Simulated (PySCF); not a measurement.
# Excitation energy of Tl by level of theory

Tl [Xe] 4f14 5d10 6s2 6p1 (2P) → Tl [Xe] 4f14 5d10 6s2 7s1 (2S), as a difference of total energies. Computed with PySCF 2.14 in aug-cc-pwCVTZ-DK3 (11s10p8d5f1g, 125 functions), with scalar relativity by spin-free X2C-1e. The calculations carry no spin-orbit coupling.

| method | excitation energy (eV) |
| --- | --- |
| UHF | 2.443 |
| TPSSh | 2.473 |
| B3LYP | 2.603 |

For comparison: 2.639 eV (measured; NIST levels, between the centres of gravity of the two terms).
